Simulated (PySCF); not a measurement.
Breaking a bond: SMILES O[SiH3] (H4OSi). The Si1–O5 bond (Si1 also carries H, H, H; O5 carries H) is stretched with both fragments frozen at the PBE0/def2-TZVP optimised geometry. Each curve is given relative to its own lowest point near equilibrium.

| R / Å | A | B | C |
|---|---|---|---|
| 1.24 | 261.5 | 252.1 | 256.7 |
| 1.33 | 137.9 | 130.5 | 135.4 |
| 1.39 | 84.7 | 78.6 | 83.2 |
| 1.50 | 27.4 | 23.6 | 26.9 |
| 1.56 | 11.4 | 8.8 | 11.2 |
| 1.61 | 3.9 | 2.3 | 3.8 |
| 1.65 | 0.8 | 0.0 | 0.8 |
| 1.70 | 0.0 | 0.1 | 0.0 |
| 1.74 | 1.3 | 2.2 | 1.2 |
| 1.83 | 8.7 | 11.4 | 8.4 |
| 1.93 | 22.0 | 26.6 | 21.1 |
| 2.04 | 39.8 | 46.6 | 38.2 |
| 2.22 | 71.3 | 81.9 | 68.3 |
| 2.46 | 110.5 | 127.5 | 106.1 |
| 2.71 | 143.4 | 169.3 | 138.2 |
| 2.99 | 169.7 | 208.7 | 158.3 |
| 3.30 | 187.8 | 244.3 | 169.7 |
| 3.66 | 199.3 | 276.9 | 176.4 |
| 4.02 | 205.0 | 301.8 | 179.5 |
| 4.45 | 208.3 | 323.6 | 181.1 |
| 4.98 | 210.1 | 341.6 | 181.7 |
| 5.73 | 211.0 | 356.7 | 181.9 |

Energies in mEh.

Question: Assign the columns to these levels of theory: CCSD on RHF/cc-pVDZ, 6 core orbitals frozen in PySCF 2.14.0; RHF/cc-pVDZ (PySCF); unrestricted TPSSh/cc-pVDZ (PySCF 2.14.0).

Answer: A is RCCSD; B is RHF; C is UKS-TPSSh.

The T1 diagnostic of CCSD on the restricted reference of RCCSD exceeds 0.045 at 2.99 to 5.73 Å. The restricted form behind RHF keeps the bonding electrons paired and can't separate into open-shell fragments. The unrestricted determinant behind UKS-TPSSh is spin-contaminated at 2.71 to 5.73 Å (<S²> up to 1.0, against 0.00 for a pure singlet).
